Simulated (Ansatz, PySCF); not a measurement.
C3H4BrF, SMILES C/C(F)=C\Br. Atoms are numbered in the order given.

```xyz
9

C     -1.8922     0.2182     0.9979
C     -0.6443     0.9990     0.7925
F     -0.6765     2.2059     1.3937
C      0.4669     0.6848     0.1193
Br     0.7191    -0.9501    -0.7931
H     -2.0659     0.0661     2.0760
H     -1.8376    -0.7569     0.4999
H     -2.7549     0.7797     0.6029
H      1.3063     1.3778     0.0626
```
Charge 0, spin multiplicity 1.

Geometry: B3LYP-D3(BJ)/def2-SVP.

Two levels are set side by side: PBE-D3(BJ)/def2-SVP (Ansatz, a program for electronic structure) and B3LYP-D3(BJ)/def2-SVP (Ansatz). Each level has its own optimised geometry; the coordinates shown are those of the second. Frequencies come from the Hessian of PySCF at each geometry. Differences are taken from unrounded values.

| quantity | B3LYP-D3(BJ) | PBE-D3(BJ) | PBE-D3(BJ) minus B3LYP-D3(BJ) |
|---|---|---|---|
| mean bond length (Å) | 1.307 | 1.312 | 0.006 |
| bond C1–C2 (Å) | 1.486 | 1.487 | 0.001 |
| bond C2–F3 (Å) | 1.349 | 1.355 | 0.006 |
| bond C2–C4 (Å) | 1.337 | 1.348 | 0.012 |
| bond C4–Br5 (Å) | 1.889 | 1.886 | -0.003 |
| bond C1–H6 (Å) | 1.103 | 1.110 | 0.008 |
| bond C1–H7 (Å) | 1.096 | 1.104 | 0.008 |
| bond C1–H8 (Å) | 1.103 | 1.110 | 0.008 |
| bond C4–H9 (Å) | 1.090 | 1.098 | 0.008 |
| highest harmonic wavenumber (cm⁻¹) | 3232 | 3164 | -68 |
| mean harmonic wavenumber (cm⁻¹) | 1306 | 1270 | -36 |
| zero-point energy (kcal/mol) | 39.20 | 38.13 | -1.07 |

Exact exchange shortens and stiffens bonds; PBE has none. Differences between two approximate levels are no errors against the true value.
